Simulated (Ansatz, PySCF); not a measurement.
Spin gap between two states, R1 and P1; the higher of the two is an excited state, each structure at its B3LYP-D3(BJ)/def2-TZVP stationary point, reached from a drawn start (curvature not checked).
R1, CF2 (SMILES F[C]F) (charge 0, multiplicity 1):
```csv
atom,x (Å),y (Å),z (Å)
C,0.0000,0.0000,-0.5306
F,1.0324,0.0000,0.2653
F,-1.0324,0.0000,0.2653
```
P1, CF2 (SMILES F[C]F) (charge 0, multiplicity 3):
```xyz
3

C      0.0000     0.0000    -0.4418
F      1.1390     0.0000     0.2209
F     -1.1390     0.0000     0.2209
```

```csv
level,spin gap (kcal/mol),"minus CCSD(T)/CBS(cc-pVTZ, cc-pVQZ)"
HF/cc-pVDZ,32.20,-24.93
BLYP/def2-TZVPP,53.97,-3.16
revPBE-D3(BJ)/def2-TZVPP,50.85,-6.28
revPBE-D4/def2-TZVPP,50.88,-6.24
r2SCAN-D3(BJ)/def2-TZVPP,45.10,-12.03
B97M-V/def2-TZVPP,56.97,-0.16
BHLYP/def2-TZVPP,49.88,-7.25
CAM-B3LYP-D3(BJ)/def2-TZVPP,52.45,-4.68
wB97M-V/def2-TZVPP,60.06,2.93
B2PLYP/def2-TZVPP,53.67,-3.46
MP2/cc-pVTZ,54.06,-3.07
CCSD/cc-pVDZ,52.96,-4.16
CCSD(T)/cc-pVDZ,54.86,-2.27
"CCSD(T)/CBS(cc-pVTZ, cc-pVQZ)",57.13,0.00
```

 The comparison column counts from a level with limits of its own.

P less R. No zero-point or thermal terms; singlets are restricted closed shells; open shells are unrestricted.

Cores are frozen in the correlated methods. CBS: X⁻³ extrapolation of the correlation energy, Hartree–Fock from the larger set.

Codes used: Ansatz (Gaussian orbitals); PySCF for the D3/D4 terms. No computed number here is a measurement.

Ansatz is an electronic-structure program.
